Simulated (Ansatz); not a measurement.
C$_{2}$H$_{6}$AsNO (`NC([AsH2])C=O`). Total charge 0; spin multiplicity 1.

```xyz
11

N    -0.362    0.956    0.921
C    -0.453    0.049   -0.187
As    0.965    0.363   -1.578
C    -0.396   -1.415    0.132
O    -0.115   -1.854    1.215
H     0.526    0.830    1.394
H    -1.076    0.730    1.608
H    -1.376    0.227   -0.756
H     2.096    0.337   -0.556
H     0.813    1.870   -1.474
H    -0.623   -2.093   -0.720
```

**Question.** List the harmonic frequencies (cm⁻¹, unscaled) at PBE0-D4/def2-TZVP in Ansatz. (Estimate.)

**Answer.** The calculation gave: 83, 144, 162, 246, 279, 311, 512, 680, 735, 770, 869, 939, 993, 1013, 1099, 1178, 1259, 1373, 1402, 1661, 1825, 2203, 2237, 2895, 3039, 3501, 3582.

**Question.** Is this a minimum?

**Answer.** Yes, all 27 modes are real.

**Question.** Give the ideal-gas thermochemistry at 298.15 K and 1 bar (rigid rotor, harmonic oscillator; point group C1, symmetry number 1).

**Answer.** Zero-point energy 209.3 kJ/mol; H(298) − E = 230.1 kJ/mol; entropy 350.9 J/(mol·K), of which translation 170.0, rotation 114.5, vibration 66.3; G(298) − E = 125.5 kJ/mol. Modes under 100 cm⁻¹ are hindered rotations or soft bends, so the harmonic entropy is rough.

**Question.** Rotational constants (cm⁻¹)?

**Answer.** 0.1984, 0.06066, 0.05064.
